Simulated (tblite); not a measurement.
C5H9BGe.
SMILES with atom numbers: `[BH2:1]/[CH:2]=[CH:3]\[CH2:4][GeH2:5][C:6]#[CH:7]` (hydrogens: H8, H9 on B1; H10 on C2; H11 on C3; H12, H13 on C4; H14, H15 on Ge5; H16 on C7)

Computed with GFN2-xTB (tblite), gas phase: L-BFGS steps from a force-field or distance-geometry start until the largest atomic force falls under 0.01 eV/Å.

Geometry at step 8:
```
atom  x, y, z in Å
B1     -2.2546    1.3669    1.2620
C2     -2.3008   -0.1490    0.9849
C3     -1.4302   -0.8181    0.2131
C4     -0.2113   -0.1844   -0.3341
Ge5     1.4631   -1.0667    0.1998
C6      2.8899    0.1124   -0.2350
C7      3.7472    0.9022   -0.5347
H8     -2.7740    1.8185    2.2128
H9     -1.6927    2.0934    0.5225
H10    -3.1302   -0.7158    1.4112
H11    -1.5845   -1.8665   -0.0404
H12    -0.2436   -0.1861   -1.4277
H13    -0.1609    0.8418    0.0006
H14     1.5297   -1.3656    1.6626
H15     1.6334   -2.3476   -0.5800
H16     4.5119    1.5736   -0.7941
```

**Question.** Give the atomic forces at this geometry.

**Answer.** 
```tsv
atom	Fx (eV/Å)	Fy (eV/Å)	Fz (eV/Å)
B1	0.115	0.006	0.096
C2	-0.144	0.079	0.086
C3	-0.167	0.066	-0.027
C4	-0.094	-0.111	-0.179
Ge5	0.143	-0.130	-0.111
C6	0.028	-0.033	-0.030
C7	-0.109	-0.136	0.037
H8	-0.035	-0.060	-0.092
H9	-0.207	-0.020	0.151
H10	0.143	0.018	-0.108
H11	0.064	0.084	0.078
H12	0.019	-0.077	-0.041
H13	0.053	0.249	-0.020
H14	0.022	-0.035	0.088
H15	0.091	0.019	0.087
H16	0.079	0.084	-0.016
```

The largest, 0.26 eV/Å, acts on H9 (H13 within 3 % of it); the rms over all components is 0.099 eV/Å. The forces sum to zero within rounding, as they must for an isolated molecule in no field.

**Question.** Give the force on H9 in Eh/bohr and in nN.

**Answer.** 0.257 eV/Å ÷ 51.422 = 0.00500 Eh/bohr, and 0.257 eV/Å × 1.602 = 0.41 nN.

**Question.** How far is this geometry from the end of the optimisation?

**Answer.** 0.108 eV above it, and 0.566 Å rms away after alignment. The bonds farthest from their final lengths, with half the difference of the two atoms' forces along the bond (positive lengthens):

```tsv
bond	now (Å)	final (Å)	force along bond (eV/Å)
C4–Ge5	1.966	1.993	+0.11
C4–H13	1.081	1.089	+0.20
B1–C2	1.542	1.534	-0.03
B1–H9	1.179	1.171	-0.10
Ge5–H14	1.495	1.500	+0.09
C2–H10	1.091	1.086	-0.13
```

The angle farthest from its final value is C2–C3–C4, 122.3° against 126.2°.

What follows is the cost of the whole relaxation. Time: 0.54 s of wall time. Hardware: one thread, Arm Neoverse V2 (aarch64), on a shared host.
